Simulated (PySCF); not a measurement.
Problem. Write Cartesian coordinates for `[BH2][SnH2][NH][SiH3]` as optimised with PBE0-D3(BJ)/def2-SVP.

Solution. 
```
atom  x, y, z in Å
B1     2.062    0.694    0.572
Sn2    0.854   -1.167    0.212
N3    -0.964   -0.677   -0.607
Si4   -1.881    0.761   -0.348
H5     3.147    0.622    1.098
H6     1.648    1.774    0.232
H7     1.590   -2.214   -0.938
H8     0.573   -2.083    1.643
H9    -1.324   -1.354   -1.273
H10   -3.308    0.478    0.020
H11   -1.924    1.690   -1.527
H12   -1.238    1.498    0.786
```

Any rigid rotation of these coordinates is as good. Atoms count from 1 in this order. B1 (three-coordinate boron) is planar (angles 120.8°, 120.2° and 119.0°, sum 360.0°, 0.01 Å off the plane of its three neighbours). Sn2 (tin bonded to B, N and 2 H) is distorted tetrahedral (angles from 104.9° to 113.3°). N3 (silicon-bound nitrogen) is planar (angles 127.6°, 117.7° and 114.6°, sum 359.9°, 0.02 Å off the plane of its three neighbours). Si4 (SiH3 silicon) is distorted tetrahedral (angles from 106.4° to 114.4°).

Bonds between heavy atoms (Å): B1–Sn2 2.247, Sn2–N3 2.053, N3–Si4 1.725.

Level of theory: PBE0-D3(BJ)/def2-SVP geometry optimisation, gas phase, def2 core potentials past Kr in PySCF.

Point group: C1 (no symmetry element, even within 0.4 Å). No PBE0-D3(BJ)/def2-SVP frequencies stand behind this structure, so it isn't proved a minimum. One conformer, not necessarily the lowest (H–B1–Sn2–N3 177° and -4°, B1–Sn2–N3–Si4 -31°).
